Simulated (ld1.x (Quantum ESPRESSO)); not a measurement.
## Pm: one change to a TM potential, before and after

Pm (Z = 61), norm-conserving Troullier–Martins (Kleinman–Bylander form), made with ld1.x (Quantum ESPRESSO) 7.5 (LDA (PZ), scalar-relativistic). Core [Kr] 4d10 5s2, reference 4f5 5p6 5d0 6s2 6p0. Waves: 6s (bound): rc 3.55 bohr; 5p (bound): rc 2.00 bohr; 4f (bound): rc 1.70 bohr; 5d (bound, empty): rc 2.40 bohr. Local part: the d channel. Core correction: a·sin(br)/r model core inside 1.65 bohr.

All-electron outer shells of the reference configuration (LDA (PZ), scalar-relativistic, ld1.x):

```
shell  level (eV)  outermost node (bohr)  outermost maximum (bohr)
   4d     -122.64                   0.29                      0.60
   5s      -41.98                   0.70                      1.29
   5p      -22.75                   0.75                      1.46
   6s       -3.68                   1.73                      3.68
   4f       -2.34                      –                      0.64
   5d       -1.95                   0.86                      2.23
   6p       -1.27                   2.09                      5.02
```

Change: wave 5d (bound): rc 2.40 bohr becomes 5d (bound): rc 3.62 bohr.

Cutoffs: the cutoffs (Ry, on a coarse ladder) from which the occupation-weighted sum of valence levels, in a spherical-Bessel basis at the reference potential, stays within 10 and 1 mRy of its value at 400 Ry; they do not see the model core or the augmentation charge, which bear on the density cutoff. Errors are all-electron minus pseudo energies relative to the spin-unpolarised reference configuration.

Problem. Predict the effect on cutoff, ghosts and configuration errors.

Solution. The potential gets neither clearly harder nor softer (140 Ry and 200 Ry → 140 Ry and 200 Ry); both files keep a bound ghost (s); the number of tests that count goes from 8 to 5; of the 5 tests that both files solve, the error grows in 1 and shrinks in 2 by more than 15 % and 0.3 meV (median size 18.1 → 6.2 meV).

| quantity | base | changed |
| --- | --- | --- |
| cutoff, loose | 140 Ry | 140 Ry |
| cutoff, tight | 200 Ry | 200 Ry |
| bound ghosts | s | s |
| tests counted (converged, no solver errors) | 8 of 9 | 5 of 9 |
| error for 4f5 5p6 5d0 6s1 6p0, meV [ΔE 6.07 eV] | -3.1 | -4.1 |
| error for 4f5 5p6 5d0 6s0 6p0, meV [ΔE 17.22 eV] | -18 | -19 |
| error for 4f5 5p6 5d0 6s0 6p2, meV [ΔE 5.13 eV] | +186 | +3.3 |
| error for 4f5 5p6 5d1 6s1 6p0, meV [ΔE 1.86 eV] | -9.0 | -6.2 |
| error for 4f5 5p6 5d0 6s1 6p0 (spin-polarised), meV [ΔE 2.01 eV] | +5709 | +5640 |

Base: Tests not counted: 4f5 5p5 5d0 6s2 6p0 (solver errors, printed error -1075 eV). Changed file: Tests not counted: 4f4 5p6 5d0 6s0 6p0 (solver errors, printed error +269 meV); 4f5 5p5 5d0 6s2 6p0 (solver errors, printed error -1016 eV); 4f4 5p6 5d1 6s2 6p0 (solver errors, printed error -1167 eV); 4f5 5p6 5d0 6s2 6p0 (spin-polarised) (solver errors, printed error -1270 eV). A true bound ghost makes a file unfit for plane-wave use even where its test errors are small: the radial tests pick states by their node count and pass the ghost by. Where a test does run into it, the solver fails or the error is huge.
